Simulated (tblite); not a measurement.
Species: C₅H₁₀ClNSi₂.
Numbering: `[N:1]#[C:2][C@@H:3]1[C@H:4]([Cl:5])[CH2:6][C@@H:7]1[SiH2:8][SiH3:9]` (hydrogens: H10 on C3; H11 on C4; H12, H13 on C6; H14 on C7; H15, H16 on Si8; H17, H18, H19 on Si9)

Computed with GFN2-xTB (tblite), gas phase: L-BFGS steps from a force-field or distance-geometry start until the largest atomic force falls under 0.01 eV/Å.

Step 83: E = -725.7576 eV
```
atom  x, y, z in Å  |  force x, y, z in eV/Å
N1      0.3217    1.4307    2.4238    0.008  -0.013  -0.006
C2     -0.0895    1.3219    1.3623   -0.003   0.005   0.002
C3     -0.5881    1.1873    0.0230    0.002  -0.001  -0.005
C4     -2.1146    0.9849   -0.0631    0.001  -0.003  -0.003
Cl5    -3.0591    1.4370    1.3768   -0.011  -0.009   0.009
C6     -1.9048   -0.5081   -0.3107   -0.001   0.003   0.001
C7     -0.4134   -0.2323   -0.5821   -0.011  -0.007   0.000
Si8     0.8771   -1.4016    0.2139   -0.006   0.010  -0.012
Si9     2.9777   -0.4748   -0.0593    0.017   0.005  -0.002
H10    -0.1950    2.0183   -0.5699   -0.004   0.004  -0.007
H11    -2.5587    1.5127   -0.9073    0.006   0.000  -0.004
H12    -2.0623   -1.1014    0.5880   -0.006   0.018   0.003
H13    -2.4845   -0.9371   -1.1257    0.006  -0.002   0.008
H14    -0.2367   -0.1383   -1.6556    0.005  -0.009   0.007
H15     0.6690   -2.6772   -0.4898   -0.005   0.005  -0.002
H16     0.4321   -1.6294    1.5917    0.009   0.005  -0.006
H17     4.0264   -1.3423    0.4744    0.000  -0.010   0.011
H18     3.2833   -0.2792   -1.4827   -0.001   0.003  -0.003
H19     3.1096    0.8382    0.5730   -0.006  -0.001   0.006
```

Step 84: E = -725.7577 eV
```
atom  x, y, z in Å  |  force x, y, z in eV/Å
N1      0.3201    1.4299    2.4236   -0.001  -0.014  -0.035
C2     -0.0898    1.3224    1.3612    0.007   0.004   0.029
C3     -0.5882    1.1877    0.0218    0.000   0.001  -0.002
C4     -2.1146    0.9851   -0.0630   -0.008  -0.006   0.000
Cl5    -3.0578    1.4379    1.3776   -0.012  -0.009   0.010
C6     -1.9051   -0.5080   -0.3098    0.000   0.001   0.001
C7     -0.4140   -0.2322   -0.5826   -0.008  -0.006   0.000
Si8     0.8771   -1.4008    0.2128    0.005   0.007  -0.012
Si9     2.9789   -0.4748   -0.0583    0.009   0.000  -0.002
H10    -0.1959    2.0184   -0.5716   -0.001   0.007  -0.008
H11    -2.5605    1.5116   -0.9069    0.010   0.004  -0.006
H12    -2.0616   -1.1007    0.5895   -0.007   0.017   0.002
H13    -2.4853   -0.9375   -1.1241    0.006  -0.002   0.010
H14    -0.2380   -0.1386   -1.6561    0.005  -0.010   0.004
H15     0.6696   -2.6760   -0.4921   -0.005   0.006  -0.002
H16     0.4328   -1.6303    1.5903    0.006   0.005  -0.003
H17     4.0263   -1.3438    0.4763   -0.002  -0.007   0.009
H18     3.2845   -0.2790   -1.4816    0.002   0.002  -0.003
H19     3.1117    0.8380    0.5740   -0.006  -0.001   0.007
```

Step 85: E = -725.7578 eV
```
atom  x, y, z in Å  |  force x, y, z in eV/Å
N1      0.3193    1.4296    2.4230   -0.009  -0.014  -0.058
C2     -0.0900    1.3232    1.3600    0.015   0.003   0.048
C3     -0.5885    1.1880    0.0206   -0.004   0.005   0.002
C4     -2.1149    0.9851   -0.0629   -0.015  -0.005   0.004
Cl5    -3.0571    1.4389    1.3783   -0.011  -0.009   0.008
C6     -1.9055   -0.5080   -0.3086    0.000  -0.001   0.002
C7     -0.4149   -0.2322   -0.5831   -0.001   0.000   0.001
Si8     0.8772   -1.3999    0.2109    0.018   0.003  -0.009
Si9     2.9806   -0.4748   -0.0571   -0.001  -0.005  -0.002
H10    -0.1971    2.0187   -0.5735    0.001   0.006  -0.007
H11    -2.5622    1.5103   -0.9067    0.011   0.008  -0.008
H12    -2.0610   -1.0998    0.5914   -0.007   0.014   0.004
H13    -2.4862   -0.9382   -1.1220    0.003  -0.004   0.008
H14    -0.2396   -0.1389   -1.6566    0.003  -0.010  -0.002
H15     0.6705   -2.6746   -0.4952   -0.004   0.006  -0.001
H16     0.4335   -1.6313    1.5883    0.005   0.005  -0.001
H17     4.0259   -1.3459    0.4787   -0.004  -0.003   0.006
H18     3.2865   -0.2787   -1.4803    0.004   0.001  -0.002
H19     3.1138    0.8378    0.5756   -0.006  -0.001   0.008
```

Q: Estimate the geometry and energy of step 86. (The exact step hangs on the optimiser's Hessian estimate; all steps are aligned on step 85, rigid shifts and turns removed.)

A: E = -725.7579 eV, largest force 0.071 eV/Å
```
atom  x, y, z in Å  |  force x, y, z in eV/Å
N1      0.3203    1.4302    2.4211   -0.013  -0.014  -0.068
C2     -0.0901    1.3242    1.3584    0.021   0.001   0.051
C3     -0.5893    1.1884    0.0192   -0.009   0.009   0.006
C4     -2.1158    0.9849   -0.0626   -0.019  -0.001   0.009
Cl5    -3.0569    1.4399    1.3794   -0.008  -0.009   0.003
C6     -1.9062   -0.5081   -0.3068    0.000  -0.002   0.002
C7     -0.4164   -0.2322   -0.5838    0.009   0.009   0.002
Si8     0.8776   -1.3986    0.2078    0.030  -0.003  -0.001
Si9     2.9830   -0.4747   -0.0554   -0.012  -0.010  -0.001
H10    -0.1991    2.0190   -0.5759    0.002   0.003  -0.003
H11    -2.5643    1.5087   -0.9065    0.011   0.012  -0.009
H12    -2.0603   -1.0985    0.5941   -0.007   0.009   0.008
H13    -2.4876   -0.9395   -1.1188   -0.002  -0.007   0.004
H14    -0.2424   -0.1391   -1.6573    0.001  -0.010  -0.010
H15     0.6718   -2.6726   -0.4998   -0.004   0.007  -0.002
H16     0.4344   -1.6326    1.5848    0.004   0.005  -0.001
H17     4.0246   -1.3494    0.4826   -0.006   0.002   0.002
H18     3.2902   -0.2779   -1.4783    0.008   0.001   0.000
H19     3.1164    0.8373    0.5785   -0.005  -0.003   0.008
```

The energy changes by -0.0001 eV. The first-order estimate −F·Δx gives -0.0002 eV and the mean of the old and new forces, exact on a quadratic surface, -0.0001 eV. The step makes an angle of 82° with the force vector and moves no atom by more than 0.005 Å.

What follows is the cost of the whole relaxation. On Arm Neoverse V1, one thread, shared host with 32 logical CPUs at a one-minute load of 25, this took 1.1 s of wall time.
